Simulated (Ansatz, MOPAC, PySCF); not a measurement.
Noncovalent pair: CH2O (SMILES C=O) (first 4 atoms) with CH6Si (SMILES C[SiH3]); geometry from B3LYP-D3(BJ)/def2-TZVP, rigid monomers moved along the line of their centres of mass till O2···Si6 is 3.00 Å.
(charge 0, multiplicity 1):
```xyz
12

C      0.172     0.234    -0.280
O     -0.816    -0.035     0.346
H      1.151     0.388     0.211
H      0.153     0.341    -1.381
C     -1.426    -0.493     3.391
Si     0.364    -0.025     3.104
H     -1.499    -1.474     3.863
H     -1.961    -0.523     2.442
H     -1.916     0.232     4.044
H      1.102     0.020     4.393
H      0.485     1.313     2.474
H      1.052    -1.009     2.232
```

Interaction energies are E(AB) − E(A) − E(B) at the monomers' geometry in the complex; basis-set methods are counterpoise corrected. Rows marked so take none.

Frozen-core correlation. Rows in 3-21G, STO-3G carry no dispersion term and start afresh at each structure. The state reached by PM6 isn't checked.

Programs: Ansatz (a first-principles code) with Gaussian orbitals; MOPAC for PM6 (differences of heats of formation); PySCF for 3-21G rows, STO-3G rows, the dispersion terms. Each number belongs to the level named beside it.

| level | interaction energy (kJ/mol) |
|---|---|
| PM6 | 3.7 |
| HF/STO-3G (no counterpoise) | 7.9 |
| HF/aug-cc-pV(D+d)Z | 9.1 |
| PBE-D4/def2-TZVPPD | -6.8 |
| r2SCAN/def2-TZVPPD | -5.2 |
| r2SCAN-D3(BJ)/def2-TZVPPD | -7.7 |
| B3LYP/3-21G (no counterpoise) | -20.4 |
| PBE0/def2-TZVPPD | -0.9 |
| CCSD(T)/aug-cc-pV(D+d)Z | … |

Problem. What belongs in the gaps?

Solution. 
- CCSD(T)/aug-cc-pV(D+d)Z, interaction energy (kJ/mol): -4.0
